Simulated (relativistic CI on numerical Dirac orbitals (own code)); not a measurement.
Method of calculation: Dirac-Coulomb-Breit CI, separate exchange-only KLI orbitals for each configuration, model QED (radiative potential, 1s self-energy scaled to tabulated hydrogen-like ionisation energies), unscaled Slater integrals (own radial code, finite nucleus).

Configuration list (outside the closed core [Kr]): 4d10 5s, 4d10 5p, 4d10 5d, 4d10 4f, 4d10 5f, 4d10 5g, 4d9 5s 4f, 4d10 6s, 4d9 5s2, 4d10 6p, 4d10 6d, 4d9 5s 5p, 4d10 7s, 4d10 7p, 4d10 6f, 4d10 7d, 4d10 8s, 4d10 9s, 4d9 5s 5d, 4d9 5s 6s. Double excitations out of closed p, d and f shells are left out; levels of such configurations are missing from the list, as are those of other unlisted configurations, and high levels can miss mixing partners.

At this charge configurations can still be misplaced by up to about 7 % of their energy. Levels and lines within the n = 5 or 6 shells can be off by up to 10 % or somewhat more, and those that change n by about 2 %, since core polarisation is missing. Levels that differ in their count of f electrons can be misplaced by several ten thousand cm⁻¹, since the correlation energy of f electrons is missing or only estimated; rates across such gaps can be off by orders of magnitude.

Outline of the computed level scheme of Cs IX. Lowest level of each configuration: 4d10 5s 2S_1/2 at 0.0000 eV; 4d10 5p 2P°_1/2 at 15.1774 eV; 4d10 4f 2F°_5/2 at 30.4932 eV; 4d10 5d 2D_3/2 at 42.1854 eV; 4d10 6s 2S_1/2 at 55.7452 eV; 4d10 6p 2P°_1/2 at 62.3098 eV; 4d9 5s2 2D_5/2 at 64.5899 eV; 4d10 5f 2F°_5/2 at 68.3089 eV; 4d10 6d 2D_3/2 at 74.2523 eV.

Some strong electric-dipole decays among the lowest 16 levels: 4d10 5f 2F°_7/2 → 4d10 5d 2D_5/2 (2.8e+10 s⁻¹); 4d10 5f 2F°_5/2 → 4d10 5d 2D_3/2 (2.7e+10 s⁻¹); 4d10 6s 2S_1/2 → 4d10 5p 2P°_3/2 (2.2e+10 s⁻¹); 4d10 5d 2D_3/2 → 4d10 5p 2P°_1/2 (2.0e+10 s⁻¹); 4d10 5d 2D_5/2 → 4d10 5p 2P°_3/2 (1.9e+10 s⁻¹); 4d10 6s 2S_1/2 → 4d10 5p 2P°_1/2 (1.0e+10 s⁻¹); 4d10 6p 2P°_1/2 → 4d10 5d 2D_3/2 (8.4e+09 s⁻¹); 4d10 6p 2P°_3/2 → 4d10 5d 2D_5/2 (7.5e+09 s⁻¹).

LS names give the leading component of a level, which can be under half, so a name can repeat, a term be missing and a line seem to break the LS rules.
